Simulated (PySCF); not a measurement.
# Unknown compound

Molecular formula: C$_{5}$H$_{12}$O$_{2}$Si$_{2}$. Simulated spectra:

$^{1}$H NMR (500 MHz, computed): δ 6.32 (br s, 1H), 5.94 (br s, 1H), 5.55 (d, 1H), 3.61 (m, 1H), 2.28 (s, 3H), 1.55 (br s, 1H), 1.25 (br s, 1H), 0.77 (m, 1H), 0.76 (m, 1H), -0.40 (m, 1H).

$^{13}$C{$^{1}$H} NMR (computed): δ 149.9 (C), 138.7 (CH2), 26.5 (CH3), 4.2 (CH), -4.0 (CH2).

Level of theory: shielding tensors at PBE0/pcSseg-1 (GIAO), structure optimised with GFN2-xTB, in PySCF (no solvent model, relativity neglected, rapidly exchanging positions averaged, single conformer).

References, each an isolated molecule treated in the same way: TMS for $^{1}$H, $^{13}$C.

Q: Deduce the structure.

A: 
The formula gives 2 degrees of unsaturation (1 ring in the answer). 5 carbon signals for 5 carbons: no two carbons are equivalent. Carbon types of the structure: 1 × C, 1 × CH, 2 × CH2, 1 × CH3, leaving 4 H on heteroatoms. δC 149.9: fully substituted alkene carbon; as expected for a trigonal carbon in a double bond. δC 138.7: terminal =CH2 carbon; as expected for a trigonal carbon in a double bond. δC 26.5: allylic methyl carbon; saturated and bonded to C and H only. δH 6.32, 5.94: hydrogen on a terminal =CH2 carbon; a vinylic proton, deshielded by the sp2 carbon and the C=C anisotropy. δH 2.28: hydrogen on an allylic methyl carbon; allylic position. δH 1.55, 1.25: hydrogen on an oxygen bonded to Si; exchangeable; this is the value without hydrogen bonding to other molecules. δH 0.77, 0.76, -0.40: hydrogen on a three-membered-ring carbon; cyclopropane-type protons are shielded by the ring.

These data were computed for SMILES C=C(C)[Si@@H]1C[C@@H]1[SiH](O)O.

This is the structure that produced the data.

The OH or NH signal is concentration- and solvent-dependent in practice; the value given is the gas-phase one. Shifts are as computed. Against solution values, carbons near 30 ppm lie about +3 ppm off and those near 130 ppm about +5 ppm. Of 1309 compounds with measured shifts, 239 miss one by over three times the rms of a fit or turn the order of signals round; such compounds aren't used in these exercises. No couplings were computed; multiplicities are counted from neighbouring protons, with m where these are inequivalent, close in shift, in a saturated or five-membered ring or joined by F or P, and br s for small geminal =CH2 splittings.
